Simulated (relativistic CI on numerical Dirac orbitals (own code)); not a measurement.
**Co³⁺ in a cubic cluster: 2p photoemission with charge transfer**

Computed with a charge-transfer multiplet model of a cubic metal-ligand cluster with up to 3 ligand holes, Slater and spin-orbit integrals from Dirac-Coulomb-Breit ions, Slater integrals scaled by 0.8. The parameters are those of a tetrahedral site (10Dq negative, t2 hopping the larger). The ground state mixes d6 with configurations of k ligand holes L, whose averages lie at kΔ + k(k − 1)U_dd/2; a core hole lowers each added d electron by U_cd. 300 K, Lorentzian 0.6 eV and Gaussian 0.8 eV FWHM.

Atomic integrals in eV (Slater integrals scaled, ζ unscaled), ground: F2dd 10.085, F4dd 6.299, zeta_d 0.071; with the core hole: F2dd 11.456, F4dd 7.196, zeta_d 0.102, zeta_core 9.658, F2cd 6.863, G1cd 5.283, G3cd 3.006.

Cluster parameters (eV): Δ = 3.5, U_dd = 6, 10Dq = -0.15, 10Dq(ligand) = 0, V(eg) = 1.2, V(t2g) = -2.04, final-state hopping factor = 1.

| Case | n_d | d6 | d7L | d8L2 | d9L3 | S |
| --- | --- | --- | --- | --- | --- | --- |
| U_cd = 5.4 eV | 6.28 | 0.74 | 0.25 | 0.02 | 0.00 | 2.00 |
| U_cd = 7.2 eV | 6.28 | 0.74 | 0.25 | 0.02 | 0.00 | 2.00 |
| U_cd = 7.8 eV | 6.28 | 0.74 | 0.25 | 0.02 | 0.00 | 2.00 |

Weights, n_d and S are thermal averages at 300 K. Binding energies count from the first peak over 30 % of the highest in each spectrum, which can be another peak from case to case. The parameters are a model scan and need not match a compound or its usual spin state. Peaks in eV (height, largest 100):
- U_cd = 5.4 eV: 0.0 (100), 6.9 (29), 16.7 (54), 22.8 (13)
- U_cd = 7.2 eV: 0.0 (100), 6.7 (45), 12.3 (14), 16.4 (54), 23.0 (24), 26.5 (7)
- U_cd = 7.8 eV: 0.0 (100), 6.8 (51), 12.2 (19), 16.4 (55), 23.2 (28), 26.4 (10)

Curve for U_cd = 5.4 eV (points under 2 left out, the grid thinned):

| E (eV) | Intensity |
| --- | --- |
| -3.6 | 2.1 |
| -2.9 | 3.0 |
| -2.2 | 5.0 |
| -1.5 | 11.0 |
| -0.8 | 42.3 |
| -0.1 | 98.9 |
| 0.6 | 91.0 |
| 1.3 | 82.3 |
| 1.9 | 63.5 |
| 2.6 | 48.4 |
| 3.3 | 33.6 |
| 4.0 | 27.8 |
| 4.7 | 25.8 |
| 5.4 | 23.7 |
| 6.1 | 24.6 |
| 6.8 | 29.3 |
| 7.5 | 25.7 |
| 8.2 | 18.0 |
| 8.9 | 12.4 |
| 9.6 | 9.6 |
| 10.3 | 8.4 |
| 11.0 | 8.1 |
| 11.6 | 7.8 |
| 12.3 | 7.0 |
| 13.0 | 6.4 |
| 13.7 | 6.6 |
| 14.4 | 8.1 |
| 15.1 | 19.5 |
| 15.8 | 48.3 |
| 16.5 | 53.6 |
| 17.2 | 49.4 |
| 17.9 | 34.3 |
| 18.6 | 20.5 |
| 19.3 | 13.0 |
| 20.0 | 9.8 |
| 20.7 | 8.8 |
| 21.4 | 9.4 |
| 22.0 | 11.3 |
| 22.7 | 13.1 |
| 23.4 | 11.3 |
| 24.1 | 8.5 |
| 24.8 | 7.0 |
| 25.5 | 4.9 |
| 26.2 | 3.3 |
| 26.9 | 2.0 |

For the case U_cd = 7.2 eV, Δ = 3.5 eV is smaller than U_dd = 6 eV, the charge-transfer side of the Zaanen-Sawatzky-Allen scheme. With the core hole the configuration with one ligand hole lies at Δ − U_cd = -1.9, -3.7, -4.3 eV from the one without, in the order of the table; where this is negative the screened configuration lies lower, though the effective hopping of about 3.6 eV (from the holes of the mixed ground state) mixes the two strongly wherever it is as large as the gap.
